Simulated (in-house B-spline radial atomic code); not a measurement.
Values are calculated unless marked as measured or tabulated.
From levels and matrix elements to observables: the gadolinium ion Gd⁵³⁺

One electron outside the [He] 2s2 2p6 core, from an all-electron radial atomic-structure program (B-spline basis): Brueckner orbitals with a screened correlation potential on Dirac-Hartree-Fock, Breit and QED terms for the lowest states, dipole elements in length form with static core polarisation. The core's own polarisability, by RPA, is 8.69e-05 bohr³.

```csv
state,removal energy (cm⁻¹),size of the reduced dipole element to 3s1/2 (a.u.)
3s1/2,40537030,-
4s1/2,22076069,-
3p1/2,39505168,0.1697
3p3/2,37980248,0.2474
4p1/2,21649151,0.06648
4p3/2,21026094,0.07597
```

Use R = 109737.3 cm⁻¹, 1 hartree = 219474.6 cm⁻¹, c = 137.036 and 1 a.u. of rate = 4.1341e16 s⁻¹.

Task: Find the quantum defects of the two s states and predict 5s1/2.

Result: With n* = 54 √(R/E): 3s1/2 has n* = 2.8096, δ = 0.1904; 4s1/2 has n* = 3.8072, δ = 0.1928. Ritz's form δ = δ0 + b/n*² gives b = -0.041, δ0 = 0.1956, so with n* ≈ 5 − 0.1928, δ = 0.1938 and E = R × 54²/(5 − 0.1938)² = 13852911 cm⁻¹. The program finds 13868787 cm⁻¹. In so highly charged an ion δ holds relativistic, Breit and QED shifts that Ritz's form doesn't follow, and the higher level lacks the last two.

Task: What are the wavelength, oscillator strength and rate of 3s1/2–3p3/2?

Result: ΔE = 2556782 cm⁻¹ = 11.64956 hartree, λ = 3.9112 nm in vacuum. f = (2/3) ΔE D²/(2j + 1 of the lower state) = (2/3) × 11.64956 × 0.2474²/2 = 0.2377. A = (4/3) ΔE³ D²/(c³ (2j' + 1)) = 1.2534e-05 a.u. = 5.182e+11 s⁻¹, a partial lifetime of 0.00193 ns.
